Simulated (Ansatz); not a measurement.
A nudged elastic band was laid between two geometries of CH$_{4}$ClGa (7 atoms, charge 0, multiplicity 1).

Method: RKS r2SCANh-D4/def2-SVP (Ansatz 0.2.0).

```yaml
movable_images: 5
climbing_image: yes
spring: 5.0 eV/Å²
optimiser: quadratic models (default)
start_path: through a guess of the saddle point
force_threshold: 0.05 eV/Å
iteration_limit: 60
end_points: relaxed
```

Image 0:

```xyz
7
Properties=species:S:1:pos:R:3
Ga 0.079 -0.001 0.323
H 0.118 -0.013 1.878
Cl 2.035 0.012 -0.601
C -1.450 0.002 -0.881
H -2.053 -0.905 -0.722
H -2.098 0.864 -0.667
H -1.135 0.041 -1.931
```

Image 6:

```xyz
7
Properties=species:S:1:pos:R:3
Ga -0.814 0.003 0.869
H 1.506 0.000 1.118
Cl 2.354 -0.006 0.112
C -1.749 0.001 -0.910
H -2.350 -0.914 -1.045
H -2.430 0.863 -1.007
H -1.022 0.052 -1.737
```

(1) What changes between the two ends?

(2) What energy profile does the band end with?

(3) What is the geometry of the highest image?

## Answers

(1) Bonds broken: Ga1–H2, Ga1–Cl3. Bonds formed: H2–Cl3. CH4ClGa becomes CH3Ga + ClH.

(2) It converged. The highest image is number 4 of 0 to 6, 54.4 kcal/mol above the first end and 5.2 kcal/mol above the last; the last end lies 49.2 kcal/mol above the first. A vibrational analysis at the climbing image gives 2 clearly imaginary modes (752i, 60i cm⁻¹): a point of higher order, so a lower path passes nearby. The orbitals stay closed-shell, which can raise the energy where a bond breaks towards radicals; this wasn't checked here.

| image | path coordinate (Å) | energy (kcal/mol) | Ga1–H2 (Å) | Ga1–Cl3 (Å) | H2–Cl3 (Å) |
| --- | --- | --- | --- | --- | --- |
| 0 | 0.00 | 0.0 | 1.55 | 2.16 | 3.13 |
| 1 | 0.42 | 3.0 | 1.55 | 2.17 | 2.88 |
| 2 | 0.84 | 16.8 | 1.52 | 2.23 | 2.46 |
| 3 | 1.26 | 41.8 | 1.53 | 2.41 | 2.03 |
| 4 | 1.67 | 54.4 | 1.68 | 2.64 | 1.63 |
| 5 | 2.08 | 50.1 | 2.04 | 2.95 | 1.36 |
| 6 | 2.48 | 49.2 | 2.33 | 3.26 | 1.32 |

(3) 
```xyz
7
Properties=species:S:1:pos:R:3
Ga -0.500 0.004 0.736
H 1.092 0.000 1.261
Cl 2.001 -0.005 -0.092
C -1.612 0.002 -0.894
H -2.218 -0.915 -0.936
H -2.297 0.863 -0.890
H -0.971 0.052 -1.785
```

Run time: 2.7 min on 2 threads of Arm Neoverse V1 (shared host), peak memory 0.19 GiB.
